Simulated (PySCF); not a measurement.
Geometry (Å), atoms numbered from 1 in this order:
```xyz
32

C    -1.757   -1.979   -0.394
C    -0.918   -1.343    0.715
C    -1.714   -1.187    2.008
N    -0.285   -0.095    0.304
C     1.014   -0.118   -0.185
C     1.635   -1.317   -0.601
C     2.949   -1.332   -1.062
C     3.696   -0.160   -1.149
C     3.096    1.034   -0.753
C     1.791    1.058   -0.275
C    -1.177    1.047    0.095
C    -1.052    2.144    1.155
C    -1.141    1.595   -1.329
H    -2.616   -1.342   -0.660
H    -2.156   -2.955   -0.077
H    -1.158   -2.131   -1.305
H    -0.094   -2.030    0.955
H    -2.074   -2.170    2.348
H    -2.600   -0.544    1.884
H    -1.086   -0.757    2.802
H     1.083   -2.256   -0.589
H     3.386   -2.284   -1.373
H     4.724   -0.176   -1.516
H     3.657    1.971   -0.799
H     1.376    2.007    0.059
H    -2.189    0.631    0.222
H    -1.883    2.860    1.058
H    -1.088    1.713    2.165
H    -0.117    2.714    1.070
H    -0.181    2.067   -1.577
H    -1.931    2.351   -1.460
H    -1.312    0.787   -2.056
```

Geometry: PBE0-D3(BJ)/def2-SVP; GIAO shifts from PySCF 2.14, gas phase, non-relativistic, averaged over equivalent atoms.

At HF/pcSseg-1 (316 basis functions):
```
                                          atoms  δ (ppm)
                                             C5    159.1
                                          C7/C9    139.3
                                             C8    121.6
                                         C6/C10    120.9
                                         C2/C11     41.7
                                  C1/C3/C12/C13     21.2
                                             N4     70.9
                                        H22/H24     7.46
                                        H21/H25     6.81
                                            H23     6.80
                                        H17/H26     2.92
H14/H15/H16/H18/H19/H20/H27/H28/H29/H30/H31/H32     1.23
```

Referencing at the same level of theory: ¹³C (σ = 190.85 ppm), ¹H (σ = 31.69 ppm) vs TMS; NH3 for ¹⁵N (σ = 265.72 ppm).

**Question.** Estimate the result of repeating the calculation with PBE0/pcSseg-1.

**Answer.** 
```json
{"atoms": "C5", "δ at PBE0/pcSseg-1": "152.6", "change": "-6.5"}
{"atoms": "C7/C9", "δ at PBE0/pcSseg-1": "134.3", "change": "-5.0"}
{"atoms": "C8", "δ at PBE0/pcSseg-1": "121.1", "change": "-0.5"}
{"atoms": "C6/C10", "δ at PBE0/pcSseg-1": "119.9", "change": "-1.0"}
{"atoms": "C2/C11", "δ at PBE0/pcSseg-1": "48.1", "change": "+6.4"}
{"atoms": "C1/C3/C12/C13", "δ at PBE0/pcSseg-1": "21.6", "change": "+0.4"}
{"atoms": "N4", "δ at PBE0/pcSseg-1": "103.2", "change": "+32.3"}
{"atoms": "H22/H24", "δ at PBE0/pcSseg-1": "7.25", "change": "-0.21"}
{"atoms": "H21/H25", "δ at PBE0/pcSseg-1": "6.80", "change": "-0.01"}
{"atoms": "H23", "δ at PBE0/pcSseg-1": "6.73", "change": "-0.07"}
{"atoms": "H17/H26", "δ at PBE0/pcSseg-1": "3.46", "change": "+0.54"}
{"atoms": "H14/H15/H16/H18/H19/H20/H27/H28/H29/H30/H31/H32", "δ at PBE0/pcSseg-1": "1.24", "change": "+0.01"}
```

Shifts are taken against calculated references (same method and geometry level): ¹³C (σ = 184.41 ppm), ¹H (σ = 31.27 ppm) against TMS; ¹⁵N (σ = 265.67 ppm) vs NH3.

The largest change is at N4 (aniline-type nitrogen). Cost: 316 basis functions. The order of the carbon signals is the same at both levels.

Experimental scales use liquid or dissolved standards, which lie at an offset from isolated NH3 (liquid NH3: subtract about 20 ppm).
